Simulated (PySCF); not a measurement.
SnF3, SMILES [F][Sn]([F])[F], multiplicity 2.

Geometry: r2SCAN-D4/def2-SVP. The spin state was assumed, not searched. The isomer is the one that the SMILES or the coordinates give; other isomers of the formula were not compared. The def2 effective core potentials stand for the cores of Sn; spin–orbit coupling is left out.

The numbers are results of PySCF with TDA-LC-ωPBE/def2-SVPD, not measurements.

Vertical excitations; the highest root listed may be one member of a degenerate set. Isolated molecule, no solvent.

| state | energy (eV) | λ (nm) | f | main pairs |
|---|---|---|---|---|
| root 1 | 4.65 | 266 | 0.000 | β HOMO→LUMO 95 % |
| root 2 | 4.73 | 262 | 0.003 | β HOMO−1→LUMO, β HOMO−3→LUMO (degenerate set) |
| root 3 | 4.73 | 262 | 0.003 | β HOMO−2→LUMO, β HOMO−4→LUMO (degenerate set) |
| root 4 | 4.95 | 251 | 0.012 | β HOMO−3→LUMO (degenerate set) |
| root 5 | 4.95 | 251 | 0.012 | β HOMO−4→LUMO (degenerate set) |
| root 6 | 5.34 | 232 | 0.019 | β HOMO−5→LUMO 91 % |
| root 7 | 6.01 | 206 | 0.014 | β HOMO−7→LUMO (degenerate set) |
| root 8 | 6.01 | 206 | 0.014 | β HOMO−6→LUMO (degenerate set) |
| root 9 | 6.80 | 182 | 0.199 | α HOMO→LUMO (degenerate set) |
| root 10 | 6.80 | 182 | 0.199 | α HOMO→LUMO+1 (degenerate set) |
Unrestricted roots are not spin-pure.
